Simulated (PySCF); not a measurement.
SMILES [H]/P=C(/F)[SiH3], CH4FPSi

Geometry:
```tsv
atom	x (Å)	y (Å)	z (Å)
F1	0.380	2.050	-0.035
C2	0.604	0.708	-0.019
Si3	-1.009	-0.296	0.000
P4	2.221	0.246	-0.003
H5	-1.612	-0.149	1.325
H6	-0.636	-1.684	-0.270
H7	-1.875	0.259	-1.038
H8	1.936	-1.124	0.015
```

The calculation used GIAO OPBE/ANO-RCC-VDZP magnetisability, rotational g tensor and spin-rotation constants, non-relativistic, gas phase in PySCF 2.14.0. Geometry: GFN2-xTB.

Task: How diamagnetic is it, and how anisotropic?

Result: Isotropic -715 × 10⁻³⁰ J/T², or -43.0 × 10⁻⁶ cm³/mol; principal values -791, -757, -597 × 10⁻³⁰ J/T², anisotropy 179 × 10⁻³⁰ J/T² (root of half the summed squared differences of the principal values). The susceptibility is in cgs units.

Task: Split it along the inertial axes a, b, c into diamagnetic and paramagnetic parts about the centre of mass, with the quadrupole moment.

Result: 
```
axis  χ (10⁻⁶ cm³/mol)  diamagnetic (10⁻⁶ cm³/mol)  paramagnetic (10⁻⁶ cm³/mol)  summed x² of all electrons (Å²)  quadrupole Θ (D Å)
   a             -45.5                      -238.8                        193.3                            100.4               +0.59
   b             -36.0                      -473.1                        437.1                             45.2               +0.04
   c             -47.6                      -617.9                        570.3                             11.1               -0.63
```
Anisotropies 2χaa − χbb − χcc = -7.4 and 2χbb − χaa − χcc = +21.0 × 10⁻⁶ cm³/mol. Θ is traceless in Buckingham's convention.

Task: And the rotational g tensor?

Result: 
```tsv
axis	rotational constant (GHz)	g	nuclear part	electronic part
a	6.9216	-0.0763	0.5522	-0.6284
b	2.8760	-0.0441	0.5465	-0.5906
c	2.0808	-0.0202	0.5373	-0.5575
```
Asymmetric top; isotopes 12C, 19F, 1H, 31P, 28Si; no vibrational averaging.
